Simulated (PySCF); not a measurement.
The numbers are results of PBE-D3(BJ)/def2-TZVP // B3LYP-D3(BJ)/def2-TZVP (PySCF 2.14.0), not measurements. Isolated molecules, 0 K electronic values unless said otherwise. Excitations are Tamm–Dancoff values on a coarser integration grid. The basis has no diffuse functions, so Rydberg states are missing or too high.

Reference species (SMILES): `C(NC#C)#C` (neutral, multiplicity 1).

| Property | Value |
|---|---|
| HOMO–LUMO gap | 4.64 eV |
| S1 excitation (TDA) | 4.68 eV |

Changed species: `N#CC1C=C1`.

Q: Give the shifts of the HOMO–LUMO gap and S1 excitation (TDA).

A: the HOMO–LUMO gap rises by 0.77 eV, to 5.41 eV; the S1 excitation (TDA) rises by 0.91 eV, to 5.59 eV.
